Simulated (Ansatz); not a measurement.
Geometry optimisation, RKS CAM-B3LYP-D4/6-31G (Ansatz).

The input (input.yaml):

```yaml
crystal:
  periodic: [false, false, false]
  atoms:
    - { symbol: B, position_ang: [0.2833, -1.5138, -0.029] }
    - { symbol: O, position_ang: [0.475, -0.2632, -1.2276] }
    - { symbol: F, position_ang: [-0.8817, -2.0917, -0.1673] }
    - { symbol: F, position_ang: [1.3946, -2.2036, 0.0685] }
    - { symbol: H, position_ang: [-0.3031, 0.5101, 1.0974] }
    - { symbol: F, position_ang: [0.1663, -0.5744, 1.3573] }
    - { symbol: H, position_ang: [-0.1047, 0.7496, -0.6972] }
    - { symbol: "N", position_ang: [-0.6351, 1.5015, 0.2714] }
    - { symbol: H, position_ang: [1.4202, -0.1084, -1.2906] }
    - { symbol: H, position_ang: [-1.6309, 1.6094, 0.1751] }
    - { symbol: H, position_ang: [-0.1839, 2.3844, 0.442] }
basis:
  gaussian: { orbitals: "6-31G" }
hamiltonian:
  xc: cam_b3lyp
  dispersion: d4
relax:
  f_tol: 0.15
  max_steps: 25
  restrain:
    - { distance: [0, 5], at: 2.71, k: 30.0 }
    - { distance: [4, 7], at: 2.32, k: 30.0 }
    - { distance: [6, 1], at: 2.27, k: 30.0 }
    - { distance: [0, 1], at: 1.5, k: 30.0 }
    - { distance: [4, 5], at: 0.88, k: 30.0 }
    - { distance: [6, 7], at: 1.02, k: 30.0 }
```

Command:

```bash
$ ansatz run input.yaml --threads 2 --pin off --max-ram 3072MiB --backend cpu --events-out ev --progress --plain --runs-dir out
```

Q: Where does it end, and by what steps?

A: The forces met the threshold. The restraints hold the end off the free minimum. Limits of this set-up: no polarisation functions. After 9 steps the energy has fallen by 0.019 eV (the restraints' own energy left out); H7 moved furthest, 0.62 Å. Parted: B1–F6. Joined: H5–F6, H7–N8.

```tsv
step	energy less start (eV)	largest force component (eV/Å)	accepted
0	0.0000	4.652	yes
1	0.0276	3.596	yes
2	0.2382	5.282	yes
3	0.3291	2.699	yes
4	0.2145	1.803	yes
5	0.1153	1.815	yes
6	-0.0035	2.017	yes
7	-0.0174	2.025	yes
8	0.0287	2.153	no
9	-0.0190	1.899	yes
```

```xyz
11
Properties=species:S:1:pos:R:3
B 0.394 -1.750 -0.486
O 0.812 -0.551 -1.142
F -0.925 -1.978 -0.350
F 1.294 -2.701 -0.130
H -0.049 0.263 1.594
F 0.441 -0.471 1.891
H -0.509 1.216 -0.622
N -0.887 1.809 0.112
H 1.771 -0.396 -1.198
H -1.896 1.844 0.141
H -0.446 2.715 0.189
```

Time of the run: 19 s on 2 threads of Arm Neoverse V2, on a shared host, peak memory 0.17 GiB.
